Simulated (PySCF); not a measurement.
C₆ coefficients of unlike pairs at LC-wPBE

Calculated with PySCF 2.14 from the dipole response of each species, C₆(A,B) = (3/π) ∫ α_A(iu) α_B(iu) du, in atomic units, from isotropic polarisabilities. For ions this is the dispersion term alone; charge-induced terms of lower order in 1/R come first.

| species | configuration | basis | relativity | α (bohr³) | C₆ (like pair) |
| --- | --- | --- | --- | --- | --- |
| Br | [Ar] 3d10 4s2 4p5 (2P) | def2-QZVPPD (12s8p5d4f1g) | none | 20.64 | 165.8 |
| Cu²⁺ | [Ar] 3d9 (2D) | aug-cc-pwCVDZ-PP with ECP10MDF (6s6p5d3f) | core potential | 2.512 | 5.949 |
| B | [He] 2s2 2p1 (2P) | aug-cc-pCVQZ-DK (9s8p6d4f2g) | spin-free X2C | 21.51 | 103.6 |

Task: Estimate C₆ for B with Cu²⁺.

Result: The integral gives 19.21. The combination rule 2 C_A C_B / (C_A α_B/α_A + C_B α_A/α_B) gives 19.54 and the geometric mean 24.82.

No spin-orbit coupling is included.

The other pairs:

```json
{"pair": "Cu²⁺, Br", "C₆": "27.88"}
{"pair": "B, Br", "C₆": "126.5"}
```
